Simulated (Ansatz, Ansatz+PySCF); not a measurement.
```xyz
8

B     0.0000    0.0000   -0.9155
N     0.0000    0.0000    0.7196
H     0.0000   -1.1803   -1.2418
H    -1.0222    0.5901   -1.2418
H     1.0222    0.5901   -1.2418
H     0.0000    0.9514    1.0887
H    -0.8239   -0.4757    1.0887
H     0.8239   -0.4757    1.0887
```

Basis set: def2-SVP (spherical functions). Correlated methods keep 2 orbitals frozen. Charge 0, multiplicity 1.

Computed with Ansatz (development build ahead of 0.2.0); each method stands on the lowest determinant of its kind that the runs found. Restricted open shells among the atoms or ions are ROHF, correlated in semicanonical orbitals with singles. Restricted functionals stand beside restricted open-shell atoms, which can lie above the unrestricted atoms usual in DFT and then raise those values.

The atomization energy at this shape (free ground-state atoms in the same class of orbitals less the molecule, no zero-point energy) of singlet BNH₆:

```tsv
method	atomization energy
ωB97X (restricted)	26.57 eV
ωB97X (unrestricted)	26.43 eV
r²SCAN (restricted)	26.59 eV
r²SCAN (unrestricted)	26.46 eV
PBE0 (restricted)	26.49 eV
PBE0 (unrestricted)	26.42 eV
PBE (unrestricted)	26.65 eV
PBE (restricted)	26.71 eV
RHF-CCSD(T)	25.18 eV
RHF-MP2	25.04 eV
UHF	19.77 eV
```

(1) What does RHF give?

## Answers

(1) 19.95 eV.
